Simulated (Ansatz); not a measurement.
The cluster Zn3Se3⁺. Total charge 1; doublet. Geometry PBE-D4/def2-SVP; atoms count from 1.

```xyz
6

Zn   -0.5829    1.7438    0.3708
Zn    0.5299   -1.2510   -0.1480
Zn    1.1680    0.7092    1.6053
Se   -1.2067   -0.9692   -1.7898
Se   -2.0735    1.1573   -1.5033
Se    2.1652   -1.3901    1.4651
```

Another isomer (doublet) lies 0.12 eV lower at PBE0-D4/def2-SVP; other spin states weren't run for this one.

Q: Estimate the Mulliken populations from the PBE0/def2-SVP orbitals of Ansatz.

A: 
```csv
atom,charge (e),spin (α − β),d electrons
Zn1,0.37,0.00,9.95
Zn2,0.46,-0.01,9.94
Zn3,0.38,0.00,9.94
Se4,0.02,0.48,–
Se5,0.02,0.52,–
Se6,-0.25,0.01,–
```
Mulliken values and Mayer orders depend strongly on the basis.

Q: Where does the spin sit?

A: Summed by element: Zn -0.02, Se 1.02, of 1 unpaired in all. Largest on single atoms: Se5 0.52, Se4 0.48, Se6 0.01.

Q: And the Mayer bond orders between bonded heavy atoms (over 0.3)?

A: Zn1–Zn3 0.85 (2.38 Å); Zn1–Se5 0.65 (2.47 Å); Zn2–Se4 0.78 (2.41 Å); Zn2–Se6 1.11 (2.30 Å); Zn3–Se6 1.00 (2.33 Å); Se4–Se5 1.49 (2.31 Å).
